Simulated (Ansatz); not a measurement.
Ansatz (a program for electronic structure) input (CCSD(T)/def2-SVPD):

Ansatz 0.2 input:
```yaml
crystal:
  periodic: [false, false, false]
  atoms:
    - {symbol: Pb, position_ang: [0.00750872, -0.00447387, 0.14975575]}
    - {symbol: F, position_ang: [0.92279409, 1.61388422, -0.68259941]}
    - {symbol: F, position_ang: [-0.99120685, -1.57312230, -0.68184189]}
basis:
  gaussian:
    orbitals: def2-SVPD
total_charge: 1
magnetization: {spin_polarized: true, initial_magnetization: 1}
correlation: {method: ccsd_t, electrons: outside_noble_gas}
output: {forces: true}
```

End of the output:

```
determinant -10618.58291098 eV, -390.2257244447 hartree, with singles and doubles -10631.00529146 eV, -390.6822385070 hartree
11 core orbitals not correlated, not the lowest: weight in the atoms' cores, before any rotation towards them, 0.938 or more for the frozen orbitals, at most 0.058 for the correlated occupied ones
reference -10618.58291098 eV, -390.2257244447 hartree; 9, 8 occupied and 58, 59 virtual orbitals, 863 factors
densities: 0.50 GiB planned
second order -12.09081378 eV of doubles, -0.00000000 eV of singles
coupled cluster: 0.38 GiB planned
cycle   1  -12.42238132 eV  change   -8.4e-7 eV  update   2.5e-6
cycle   2  -12.42238342 eV  change   -2.1e-6 eV  update   1.6e-6
perturbative correction -0.35937705 eV, -0.0132068632 hartree
the calculation of the forces begins
Total energy: -10631.36467146 eV, -390.6954454783 hartree
Atom 0 at     0.007509    -0.004474     0.149756 Å, force     0.013353    -0.007951     0.266277 eV/Å
Atom 1 at     0.922794     1.613884    -0.682599 Å, force     0.110523     0.199124    -0.133184 eV/Å
Atom 2 at    -0.991207    -1.573122    -0.681842 Å, force    -0.123876    -0.191173    -0.133093 eV/Å
Dipole moment:     0.025733    -0.015334     0.513243 e Å
```
